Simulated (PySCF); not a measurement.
All values below come from B3LYP-D3(BJ)/def2-TZVP // PBE-D3(BJ)/def2-SVP (PySCF). Gas-phase values, no solvent. B3LYP has the VWN-RPA correlation part, as in Gaussian. 

Reference species: [Mo(=O)(F)4] (neutral, multiplicity 1).

| Property | Value |
|---|---|
| coordination number | 5 |
| HOMO | -11.68 eV |
| LUMO | -5.53 eV |
| dipole moment | 0.07 D |

Changed species: [Mo(=O)2(F)2] (M = Mo, dioxo; the reference has M = Mo, oxo).

Problem. Predict the effect on the coordination number, HOMO, LUMO and dipole moment.

Solution. the coordination number falls by 1, to 4; the HOMO goes up by 1.83 eV, to -9.85 eV; the LUMO goes up by 1.72 eV, to -3.81 eV; the dipole moment goes up by 0.93 D, to 1.00 D.
